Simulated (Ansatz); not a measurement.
`C[SiH2][CH2][GeH3]` + H₂ → `C[SiH2]C` + GeH₄  (hydrogenolysis of a C–Ge bond)

Isolated molecules relaxed with PBE0-D4/def2-TZVP in Ansatz; ΔE leaves out vibrations. CBS: MP2 limit from def2 TZ/QZ plus the TZ coupled-cluster correction, frozen cores. This one scheme is used for every species. DFT in def2-TZVPP. For Ge outer-core shells are correlated without core-valence functions, which leaves a few kJ/mol of doubt a bond. Scalar relativity is left out up to krypton. One conformer a species, not always the lowest.

`C[SiH2][CH2][GeH3]`:

```xyz
14

C    -1.820    0.033    0.807
Si   -0.765   -1.001   -0.341
C     1.060   -0.668   -0.092
Ge    1.598    1.190   -0.390
H    -1.681    1.100    0.620
H    -2.879   -0.198    0.671
H    -1.564   -0.162    1.852
H    -1.120   -0.699   -1.757
H    -1.047   -2.447   -0.106
H     1.638   -1.297   -0.777
H     1.353   -0.947    0.924
H     1.123    1.664   -1.775
H     3.130    1.328   -0.317
H     0.975    2.104    0.680
```

H₂:

Cartesian coordinates in Å:
```
H -0.116 0.235 0.265
H 0.116 -0.235 -0.265
```

`C[SiH2]C`:

Cartesian coordinates in Å:
```
C -0.108 1.482 -0.540
Si 0.709 -0.136 -0.076
C -0.532 -1.359 0.608
H 0.622 2.190 -0.938
H -0.583 1.942 0.331
H -0.877 1.327 -1.301
H 1.771 0.116 0.940
H 1.372 -0.721 -1.277
H -1.016 -0.962 1.504
H -0.048 -2.301 0.877
H -1.310 -1.578 -0.128
```

GeH₄:

Z-matrix (Å, degrees):
```
Ge
H 1 1.534
H 1 1.534 2 109.5
H 1 1.534 2 109.5 3 -120.0
H 1 1.534 2 109.5 3 120.0
```

```tsv
level	ΔE (kJ/mol)
r2SCAN-D4	-32.2
r2SCAN	-34.5
HF/def2-TZVPP	-57.1
HF/CBS(def2)	-58.2
```

(1) What does CCSD(T)/CBS give? (An estimate is asked.)

Largest T1 diagnostic among the species: 0.012.

Answers

(1) The calculation gave: -25.5 kJ/mol. The listed levels differ from it by -6.7, -9.0, -31.6, -32.7 kJ/mol.

The D4 term adds +13.8 kJ/mol with B3LYP and +7.7 kJ/mol with PBE0; it sums over pairs of atoms, weighted by their polarisabilities, and B3LYP, whose exchange is more repulsive, gets the larger term. In def2-TZVPP, CCSD(T) changes the Hartree–Fock value by +29.1 kJ/mol (the triples alone add +5.2 kJ/mol) and MP2 by +36.8 kJ/mol.

B3LYP here is the variant with VWN-RPA as its local correlation; programs differ in this.
